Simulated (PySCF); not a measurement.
# Radial density of Au⁶⁴⁺ (gold, charge +64)

UHF, [Ne] 3s2 3p3, high-spin 4S determinant. Computed with PySCF 2.14 in an even-tempered Gaussian basis (17 s from 19 bohr⁻², ratio 2.5; 12 p from 25 bohr⁻², ratio 2.5; 4 d from 95 bohr⁻², ratio 2.7; 4 f from 140 bohr⁻², ratio 2.7), with scalar relativity by spin-free X2C-1e.

```
r (bohr)  4πr²ρ (e/bohr)  4πr²(ρα − ρβ)
  0.0208           91.60         4.9608
  0.0349           112.3         8.7515
  0.0587           123.0         3.1186
  0.0988           49.25         5.0605
   0.166           39.41        21.9509
   0.280           6.063         3.6885
   0.470         0.02998         0.0152
```

Densities and radii are taken from the X2C orbitals without a picture-change correction, which distorts them close to the nucleus.

Spin-orbit coupling, which splits the p, d and f shells strongly at this Z, is absent. Spin-orbit coupling is strong in this species (close to jj coupling), so the high-spin LS determinant is a model state, not a physical level.
